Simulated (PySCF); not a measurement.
Compound: C7H8FO (doublet state).
SMILES with atom numbers: `[O:1]=[C:2]1[CH2:3][C@@H:4]2[CH:5][CH2:6][C@@:7]1([F:8])[CH2:9]2` (hydrogens: H10, H11 on C3; H12 on C4; H13 on C5; H14, H15 on C6; H16, H17 on C9)

Cartesian coordinates in Å at the GFN2-xTB level; atoms count from 1:
```
atom  x, y, z in Å
O1     1.1982   -0.4813    2.3280
C2     0.7606   -0.3997    1.2167
C3     1.5322   -0.2158   -0.0764
C4     0.4028   -0.0404   -1.1240
C5    -0.2805    1.2408   -0.8108
C6    -1.0438    1.0512    0.4461
C7    -0.7034   -0.4171    0.7801
F8    -1.5692   -0.9913    1.6673
C9    -0.6211   -1.0621   -0.6056
H10    2.1204   -1.1134   -0.2735
H11    2.2144    0.6314   -0.0151
H12    0.7401   -0.1576   -2.1512
H13   -0.0411    2.1935   -1.2381
H14   -2.1287    1.1421    0.3093
H15   -0.7658    1.7447    1.2468
H16   -0.2510   -2.0852   -0.5748
H17   -1.5711   -1.0280   -1.1347
```

The hyperfine couplings belong to this conformer and change with its torsions.

Computed with UKS B3LYP, pcH-1 on C F H O, non-relativistic, mean-field spin-orbit, GIAO (PySCF). Isolated species at its GFN2-xTB geometry, gas phase. The geometry wasn't refined by DFT: couplings that depend on bond lengths, twists or pyramidal angles can differ widely from those at the functional's own minimum. No stability test was run, so a lower SCF solution isn't excluded.

Task: Predict the first-order ENDOR lines of C5, C3, C6, C4, C9, H14, H15, H13, H10 and H12 under fast tumbling at B = 332.6 mT (X band).

Result: ν± = |νn ± a/2|, one line for each electron-spin manifold; νn = |g_N| × 7.62259 MHz/T × B.

```json
{"nuclei": "C5", "isotope": "13C", "g_N": "1.4048", "νn (MHz)": "3.56", "a_iso (MHz)": "108.89", "lower line (MHz)": "50.89", "upper line (MHz)": "58.01"}
{"nuclei": "C3", "isotope": "13C", "g_N": "1.4048", "νn (MHz)": "3.56", "a_iso (MHz)": "80.01", "lower line (MHz)": "36.44", "upper line (MHz)": "43.57"}
{"nuclei": "C6", "isotope": "13C", "g_N": "1.4048", "νn (MHz)": "3.56", "a_iso (MHz)": "-33.14", "lower line (MHz)": "13.01", "upper line (MHz)": "20.13"}
{"nuclei": "C4", "isotope": "13C", "g_N": "1.4048", "νn (MHz)": "3.56", "a_iso (MHz)": "-27.85", "lower line (MHz)": "10.36", "upper line (MHz)": "17.49"}
{"nuclei": "C9", "isotope": "13C", "g_N": "1.4048", "νn (MHz)": "3.56", "a_iso (MHz)": "17.59", "lower line (MHz)": "5.23", "upper line (MHz)": "12.36"}
{"nuclei": "H14", "isotope": "1H", "g_N": "5.5857", "νn (MHz)": "14.16", "a_iso (MHz)": "132.79", "lower line (MHz)": "52.24", "upper line (MHz)": "80.56"}
{"nuclei": "H15", "isotope": "1H", "g_N": "5.5857", "νn (MHz)": "14.16", "a_iso (MHz)": "83.48", "lower line (MHz)": "27.58", "upper line (MHz)": "55.90"}
{"nuclei": "H13", "isotope": "1H", "g_N": "5.5857", "νn (MHz)": "14.16", "a_iso (MHz)": "-59.23", "lower line (MHz)": "15.45", "upper line (MHz)": "43.77"}
{"nuclei": "H10", "isotope": "1H", "g_N": "5.5857", "νn (MHz)": "14.16", "a_iso (MHz)": "24.62", "lower line (MHz)": "1.85", "upper line (MHz)": "26.47"}
{"nuclei": "H12", "isotope": "1H", "g_N": "5.5857", "νn (MHz)": "14.16", "a_iso (MHz)": "18.03", "lower line (MHz)": "5.14", "upper line (MHz)": "23.18"}
```

The rows for 13C, of low natural abundance, apply to labelled samples.

Task: Which pairs are centred on the nuclear Larmor frequency, and which on half the coupling?

Result: Centred on νn, since |a| < 2νn: H10 and H12. Centred on |a|/2 and split by 2νn: C5, C3, C6, C4, C9, H14, H15 and H13.

Task: At what field would the lower line of H10 fall to zero frequency?

Result: Where νn = |a|/2, that is B = 12.31 MHz/(5.5857 × 7.62259 MHz/T) = 289 mT, as far as first order holds there.

Couplings of abundant isotopes left out: H16 (6.0 MHz), F8 (-2.7 MHz), H11 (-2.2 MHz) and H17 (-1.0 MHz).

Largest spin populations (Mulliken): C5 (+1.02), C6 (-0.09) and C4 (-0.07). C5 is the only atom above +0.15. The positive populations add up to 1.20 and the negative ones to -0.20, together 2S = 1. The angles at C5 add up to 357.8°, so it is nearly planar; its axial dipolar tensor and the negative coupling of its proton fit spin in a p orbital normal to that plane.
